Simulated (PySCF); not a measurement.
# SrBr: everyday levels beside a composite calculation

PySCF; the state is a doublet (σ ↑). The composite is CCSD(T) extrapolated to the basis-set limit from two correlation-consistent sets, with core-valence (CV) and scalar-relativistic (SR) terms as its label shows; it has no spin–orbit coupling and nothing beyond (T). Here it is CCSD(T)/CBS(DT). It gives Re = 2.754 Å, ωe = 214 cm⁻¹ and De = 3.70 eV to Sr + Br.

| level | basis | relativity | Re (Å) | ωe (cm⁻¹) | De (eV) |
| --- | --- | --- | --- | --- | --- |
| UHF | def2-SVP | scalar-relativistic core potentials | 2.839 | 210 | 3.35 |
| UHF-SCS-MP2 | x2c-TZVPPall | spin-free X2C | 2.749 | 213 | 3.64 |
| r²SCAN | x2c-TZVPPall | spin-free X2C | 2.733 | 215 | 4.19 |
| r²SCANh | def2-SVP | scalar-relativistic core potentials | 2.767 | 219 | 4.13 |
| PBE0 | def2-SVP | scalar-relativistic core potentials | 2.762 | 219 | 3.88 |
| PBE0 | x2c-TZVPPall | spin-free X2C | 2.727 | 216 | 3.89 |
| MN15 | x2c-TZVPPall | spin-free X2C | 2.730 | 212 | 3.38 |
| BHandHLYP | x2c-TZVPPall | spin-free X2C | 2.756 | 212 | 3.64 |
| M06-2X | def2-SVP | scalar-relativistic core potentials | 2.784 | 217 | 3.69 |
| LC-ωPBE | x2c-TZVPPall | spin-free X2C | 2.738 | 216 | 4.00 |

Question: Give the difference of each row from the composite.

Answer: 

```json
{"level": "UHF", "basis": "def2-SVP", "ΔRe (pm)": "+8.5", "Δωe (%)": "-1.9", "ΔDe (eV)": "-0.35"}
{"level": "UHF-SCS-MP2", "basis": "x2c-TZVPPall", "ΔRe (pm)": "-0.5", "Δωe (%)": "-0.5", "ΔDe (eV)": "-0.06"}
{"level": "r²SCAN", "basis": "x2c-TZVPPall", "ΔRe (pm)": "-2.1", "Δωe (%)": "+0.5", "ΔDe (eV)": "+0.49"}
{"level": "r²SCANh", "basis": "def2-SVP", "ΔRe (pm)": "+1.3", "Δωe (%)": "+2.3", "ΔDe (eV)": "+0.43"}
{"level": "PBE0", "basis": "def2-SVP", "ΔRe (pm)": "+0.8", "Δωe (%)": "+2.3", "ΔDe (eV)": "+0.18"}
{"level": "PBE0", "basis": "x2c-TZVPPall", "ΔRe (pm)": "-2.7", "Δωe (%)": "+0.9", "ΔDe (eV)": "+0.19"}
{"level": "MN15", "basis": "x2c-TZVPPall", "ΔRe (pm)": "-2.4", "Δωe (%)": "-0.9", "ΔDe (eV)": "-0.32"}
{"level": "BHandHLYP", "basis": "x2c-TZVPPall", "ΔRe (pm)": "+0.2", "Δωe (%)": "-0.9", "ΔDe (eV)": "-0.06"}
{"level": "M06-2X", "basis": "def2-SVP", "ΔRe (pm)": "+3.0", "Δωe (%)": "+1.4", "ΔDe (eV)": "-0.01"}
{"level": "LC-ωPBE", "basis": "x2c-TZVPPall", "ΔRe (pm)": "-1.6", "Δωe (%)": "+0.9", "ΔDe (eV)": "+0.30"}
```

Question: Which rows come closest in De?

Answer: M06-2X in def2-SVP (-0.01 eV), counted from the composite.

Correlated steps freeze the inner cores (18 to 28 orbitals); shallow outer-core shells are correlated. Spin–orbit coupling is left out. The state was picked by a PBE0 search and need not be the measured ground state.
